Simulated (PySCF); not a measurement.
PySCF input (HF/def2-TZVPD):

```python
from pyscf import gto, scf, dft

mol = gto.M(
    atom='''
    Si    0.01458948   -0.10204905    0.17795141
    C     1.68152303    0.29302716   -0.71270673
    C    -0.96097203   -0.99010557   -1.23189254
    C    -0.83827144    1.60006066    0.31210008
    N     0.06375699   -0.80761167    1.67145448
    H     1.54422533    0.81970775   -1.66565652
    H     2.23265216   -0.63124417   -0.91982927
    H     2.31409386    0.91210387   -0.06874108
    H    -0.99031897   -0.41100666   -2.16363264
    H    -1.99148056   -1.17858063   -0.91468140
    H    -0.50656460   -1.96134266   -1.45801853
    H    -1.85398943    1.48327587    0.70113614
    H    -0.89770346    2.11336894   -0.65401616
    H    -0.29090086    2.24227449    1.00824490
    H     0.49575748   -1.72448189    1.73868866
    ''',
    basis='def2-tzvpd',
    charge=-1,
    spin=0,
    verbose=4,
)

mf = scf.RHF(mol).density_fit(auxbasis='def2-universal-jkfit')
mf.conv_tol = 1e-9
mf.max_cycle = 100
mf.max_memory = 1500
mf.kernel()
if not mf.converged:
    mf = mf.newton()
    mf.kernel(mf.make_rdm1())
mf.analyze()
```

End of the output:

```
Extra cycle  E= -462.903027816506  delta_E= -5.68e-12  |g|= 1.3e-06  |ddm|= 2.84e-05
converged SCF energy = -462.903027816506
**** SCF Summaries ****
Total Energy =                        -462.903027816505642
Nuclear Repulsion Energy =             237.735113643507788
One-electron Energy =                -1117.945930863034391
Two-electron Energy =                  417.307789403020990
Two-electron Coulomb Energy =          463.697703621924916
DFT Exchange-Correlation Energy =      -46.389914218903925
HOMO-LUMO gap [eV] =                     8.324432320877293
**** MO energy ****
MO #1   energy= -68.5477922638342  occ= 2
MO #2   energy= -15.2530314828021  occ= 2
MO #3   energy= -11.0279311867981  occ= 2
MO #4   energy= -11.0279224384765  occ= 2
MO #5   energy= -11.024143391621   occ= 2
MO #6   energy= -5.8937777532364   occ= 2
MO #7   energy= -4.00127552211414  occ= 2
MO #8   energy= -4.00095505171761  occ= 2
MO #9   energy= -4.00000433836927  occ= 2
MO #10  energy= -0.824409496765071 occ= 2
MO #11  energy= -0.77255614195279  occ= 2
MO #12  energy= -0.749005000495167 occ= 2
MO #13  energy= -0.74861046210851  occ= 2
MO #14  energy= -0.434778113165131 occ= 2
MO #15  energy= -0.401258631379101 occ= 2
MO #16  energy= -0.391411904148656 occ= 2
MO #17  energy= -0.389329265823285 occ= 2
MO #18  energy= -0.373336032282278 occ= 2
MO #19  energy= -0.372092865137861 occ= 2
MO #20  energy= -0.360423875006225 occ= 2
MO #21  energy= -0.309491658624736 occ= 2
MO #22  energy= -0.247445977263457 occ= 2
MO #23  energy= -0.243209226685544 occ= 2
MO #24  energy= -0.155530361694709 occ= 2
MO #25  energy= -0.115454845506626 occ= 2
MO #26  energy= 0.190462402323343  occ= 0
MO #27  energy= 0.208120866378193  occ= 0
MO #28  energy= 0.208440743061777  occ= 0
MO #29  energy= 0.222309321782566  occ= 0
MO #30  energy= 0.255364619454728  occ= 0
MO #31  energy= 0.268401990085711  occ= 0
MO #32  energy= 0.272626842925558  occ= 0
MO #33  energy= 0.27620019716221   occ= 0
MO #34  energy= 0.279509547339979  occ= 0
MO #35  energy= 0.305225572915255  occ= 0
MO #36  energy= 0.310186423678934  occ= 0
MO #37  energy= 0.327401675598084  occ= 0
MO #38  energy= 0.334921623791343  occ= 0
MO #39  energy= 0.343422178098578  occ= 0
MO #40  energy= 0.346074717581757  occ= 0
MO #41  energy= 0.352516311505298  occ= 0
MO #42  energy= 0.364987624580414  occ= 0
MO #43  energy= 0.368279264083651  occ= 0
MO #44  energy= 0.378034965103067  occ= 0
MO #45  energy= 0.386987296623505  occ= 0
MO #46  energy= 0.395917673799201  occ= 0
MO #47  energy= 0.399544495900696  occ= 0
MO #48  energy= 0.418109788537894  occ= 0
MO #49  energy= 0.438809507550476  occ= 0
MO #50  energy= 0.445436527711609  occ= 0
MO #51  energy= 0.458678882348694  occ= 0
MO #52  energy= 0.463895324734218  occ= 0
MO #53  energy= 0.465423778628709  occ= 0
MO #54  energy= 0.469193813485598  occ= 0
MO #55  energy= 0.484698475789806  occ= 0
MO #56  energy= 0.488963390473508  occ= 0
MO #57  energy= 0.493400436361734  occ= 0
MO #58  energy= 0.502677330275921  occ= 0
MO #59  energy= 0.514572933371263  occ= 0
MO #60  energy= 0.515579495435996  occ= 0
MO #61  energy= 0.524583838473194  occ= 0
MO #62  energy= 0.538661970571576  occ= 0
MO #63  energy= 0.539109508069079  occ= 0
MO #64  energy= 0.543428986098939  occ= 0
MO #65  energy= 0.546286609610481  occ= 0
MO #66  energy= 0.550069618150998  occ= 0
MO #67  energy= 0.555232716834134  occ= 0
MO #68  energy= 0.556991878511254  occ= 0
MO #69  energy= 0.561721399699146  occ= 0
MO #70  energy= 0.565323932425635  occ= 0
MO #71  energy= 0.567664055685482  occ= 0
MO #72  energy= 0.582392589043454  occ= 0
MO #73  energy= 0.588400960954545  occ= 0
MO #74  energy= 0.589882929572144  occ= 0
MO #75  energy= 0.592839520490497  occ= 0
MO #76  energy= 0.616452691322088  occ= 0
MO #77  energy= 0.61981888399538   occ= 0
MO #78  energy= 0.629638478971617  occ= 0
MO #79  energy= 0.642791352018989  occ= 0
MO #80  energy= 0.643650692872849  occ= 0
MO #81  energy= 0.646920063207384  occ= 0
MO #82  energy= 0.656325650552814  occ= 0
MO #83  energy= 0.660266473883299  occ= 0
MO #84  energy= 0.678942320845528  occ= 0
MO #85  energy= 0.693701003903104  occ= 0
MO #86  energy= 0.694765255625938  occ= 0
MO #87  energy= 0.705864824755303  occ= 0
MO #88  energy= 0.713524217605117  occ= 0
MO #89  energy= 0.717275028479066  occ= 0
MO #90  energy= 0.729316166320286  occ= 0
MO #91  energy= 0.737681141555701  occ= 0
MO #92  energy= 0.737897856438446  occ= 0
MO #93  energy= 0.742902557642085  occ= 0
MO #94  energy= 0.751818262073889  occ= 0
MO #95  energy= 0.760403380727622  occ= 0
MO #96  energy= 0.763443150530641  occ= 0
MO #97  energy= 0.77722709242413   occ= 0
MO #98  energy= 0.801671218566817  occ= 0
MO #99  energy= 0.810811204814374  occ= 0
MO #100 energy= 0.823630017956349  occ= 0
MO #101 energy= 0.832605418480618  occ= 0
MO #102 energy= 0.863608720058726  occ= 0
MO #103 energy= 0.881253001287272  occ= 0
MO #104 energy= 0.896193326804308  occ= 0
MO #105 energy= 0.899675923781973  occ= 0
MO #106 energy= 0.901907689600378  occ= 0
MO #107 energy= 0.920306834962912  occ= 0
[...]
```

It need not be the lowest isomer of its formula. Whether it binds its extra electron was not tested at this geometry.
